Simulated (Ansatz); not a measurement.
C₄H₁₁Al, SMILES `CC(C)[CH2][AlH2]`. Total charge 0; spin multiplicity 1. The structure was optimised at the PBE0-D4/def2-TZVP level. It is one conformer, not always the lowest.

```xyz
16

C    -1.030   -0.920    0.567
C     0.003    0.198    0.541
C    -0.594    1.492    1.078
C     0.570    0.375   -0.870
Al    1.508   -1.177   -1.610
H    -1.447   -1.061    1.567
H    -1.859   -0.695   -0.111
H    -0.594   -1.878    0.260
H     0.825   -0.094    1.209
H    -0.975    1.368    2.096
H    -1.427    1.820    0.447
H     0.148    2.294    1.091
H     1.275    1.220   -0.889
H    -0.234    0.672   -1.558
H     1.725   -1.327   -3.179
H     2.107   -2.288   -0.639
```

(1) What is the dipole moment at PBE/def2-TZVPP? (An estimate is asked.)

(2) And with r2SCAN, B3LYP, ωB97M-V? (Estimate.)

(3) Give the Mulliken charges with PBE, B3LYP, ωB97M-V in def2-TZVPP. (An estimate is asked.)

Results:

(1) Computed: 0.93 D, with components (-0.41, 0.68, 0.47) D in this frame, pointing from negative to positive charge.

(2) Ansatz gave: r2SCAN 0.92 D, B3LYP 0.86 D, ωB97M-V 0.86 D.

(3) Computed: 
```json
{"atom": "C1", "PBE": "-0.26", "B3LYP": "-0.27", "ωB97M-V": "-0.32"}
{"atom": "C2", "PBE": "0.09", "B3LYP": "0.09", "ωB97M-V": "-0.05"}
{"atom": "C3", "PBE": "-0.25", "B3LYP": "-0.25", "ωB97M-V": "-0.30"}
{"atom": "C4", "PBE": "-0.28", "B3LYP": "-0.31", "ωB97M-V": "-0.41"}
{"atom": "Al5", "PBE": "0.34", "B3LYP": "0.42", "ωB97M-V": "0.41"}
{"atom": "H6", "PBE": "0.08", "B3LYP": "0.08", "ωB97M-V": "0.11"}
{"atom": "H7", "PBE": "0.07", "B3LYP": "0.08", "ωB97M-V": "0.11"}
{"atom": "H8", "PBE": "0.07", "B3LYP": "0.07", "ωB97M-V": "0.10"}
{"atom": "H9", "PBE": "0.04", "B3LYP": "0.04", "ωB97M-V": "0.08"}
{"atom": "H10", "PBE": "0.07", "B3LYP": "0.08", "ωB97M-V": "0.10"}
{"atom": "H11", "PBE": "0.07", "B3LYP": "0.07", "ωB97M-V": "0.10"}
{"atom": "H12", "PBE": "0.07", "B3LYP": "0.08", "ωB97M-V": "0.10"}
{"atom": "H13", "PBE": "0.07", "B3LYP": "0.07", "ωB97M-V": "0.10"}
{"atom": "H14", "PBE": "0.07", "B3LYP": "0.07", "ωB97M-V": "0.11"}
{"atom": "H15", "PBE": "-0.12", "B3LYP": "-0.14", "ωB97M-V": "-0.11"}
{"atom": "H16", "PBE": "-0.12", "B3LYP": "-0.15", "ωB97M-V": "-0.12"}
```

B3LYP here is the variant with VWN-RPA as its local correlation; programs differ in this.
